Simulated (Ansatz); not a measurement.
Reaction (formal exchange of groups at a B–O bond): `CB(O)Br` + `N#CCF` → `CB(Br)CF` + `N#CO`

Isolated molecules relaxed with PBE0-D4/def2-TZVP in Ansatz; ΔE leaves out vibrations. CCSD(T)/CBS is the MP2 limit (def2-TZVPP, def2-QZVPP) plus CCSD(T) − MP2 in def2-TZVPP, frozen cores. This one scheme is used for every species. Functionals use def2-TZVPP. B3LYP here is the variant with VWN-RPA as its local correlation; programs differ in this. For Br outer-core shells are correlated without core-valence functions, which leaves a few kJ/mol of doubt a bond. Scalar relativity is left out up to krypton. One conformer a species, not always the lowest.

(1) Is it downhill or uphill in electronic energy at CCSD(T)/CBS, and by how much? (An estimate is asked.)

(2) What do these levels give: r2SCAN-D4, PBE0-D4, ωB97M-V, r2SCAN, PBE0, B3LYP, SCS-MP2/def2-TZVPP, CCSD(T)/def2-TZVPP, HF/def2-QZVPP, SCS-MP2/def2-QZVPP, HF/CBS(def2), MP2/CBS(def2)? (An estimate is asked.)

Largest T1 diagnostic among the species: 0.014.

Results:

(1) The calculation gave: Uphill: ΔE = +47.8 kcal/mol.

(2) The calculation gave: r2SCAN-D4 45.2, PBE0-D4 44.5, ωB97M-V 46.8, r2SCAN 45.3, PBE0 44.9, B3LYP 46.5, SCS-MP2/def2-TZVPP 49.0, CCSD(T)/def2-TZVPP 47.9, HF/def2-QZVPP 49.1, SCS-MP2/def2-QZVPP 49.1, HF/CBS(def2) 49.1, MP2/CBS(def2) 48.9 kcal/mol.

From PBE to PBE0 (25 % exact exchange), in def2-TZVPP and without D4, ΔE moves by +1.1 kcal/mol.
